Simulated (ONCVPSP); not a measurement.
lithium: ONCV pseudisation with PBE, scalar-relativistic reference atom.

- Element: lithium
- Generator: ONCVPSP 4.0.1
- Type: optimised norm-conserving Vanderbilt (ONCV)
- Functional: PBE
- Relativity: scalar-relativistic
- Frozen core: [He]
- Valence charge: 1
- Reference configuration: 2s1
- Partial waves: 2s: rc 2.55 bohr, ncon 4, nbas 9, qcut 2.5 1/bohr, 2 projectors, debl 1.4 Ha; p scattering state at 0.03 Ha: rc 2.65 bohr, ncon 4, nbas 8, qcut 3 1/bohr, 3 projectors, debl 0.9 Ha; d scattering state at 0.08 Ha: rc 2.40 bohr, ncon 4, nbas 7, qcut 4.2 1/bohr, local
- Local potential: the d channel
- Core correction: Teter function fitted to the true core (icmod 2), fcfact 0.55

In the p channel the program set the typed energies aside and used 0.050, 0.950, 1.850 Ha.

All-electron outer shells of the reference configuration (PBE, scalar-relativistic, ld1.x):

```
shell  level (eV)  outermost node (bohr)  outermost maximum (bohr)
   1s      -51.85                      –                      0.36
   2s       -2.87                   0.83                      3.12
```

Task: Estimate the cutoffs (Ha) at which the residual kinetic energy of the hardest occupied pseudo-wave falls to 1 and 0.1 mHa per electron.

Result: 2.0 Ha and 3.4 Ha. The cutoffs count occupied waves only; projector 3 of the p channel, the hardest unoccupied one, needs 10 Ha at the loose tolerance.

Task: What does a ghost test show?

Result: No bound ghost flagged; GHOST(+) flags only above 600 eV.

Its largest configuration-test error is +2.3 meV (2s0.5). 1 of 2 tests not solved or not reliable.
